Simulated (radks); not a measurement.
Re LXI, 15 electrons, occupied as [Ne] 3s2 3p3. All-electron calculation, scalar-relativistic Kohn-Sham, PBE, spin-polarised, spherical densities, finite nucleus; open shells are filled with parallel spins first (spin-orbit coupling, left out, can overturn this in heavy ions); Fermi nuclear charge, rms radius 5.3698 fm. Program: a radial shooting solver on a logarithmic mesh with Libxc functionals. Some entries of the table are withheld. Estimate them.

orbital  occ.  eigenvalue (eV)  <1/r> (bohr^-1)
1s up       1        -76444.75            88.74
1s down     1        -76433.21            88.75
2s up       1              (1)            21.00
2s down     1              (2)            21.01
2p up       3        -15491.30            18.95
2p down     3        -15479.45            18.95
3s up       1        -6832.868            8.474
3s down     1        -6795.278            8.463
3p up       3        -6375.609            7.870
3p down     0        -6338.238            7.863

Answer. 
(1) 2s up eigenvalue (eV): -17035.09
(2) 2s down eigenvalue (eV): -17026.75
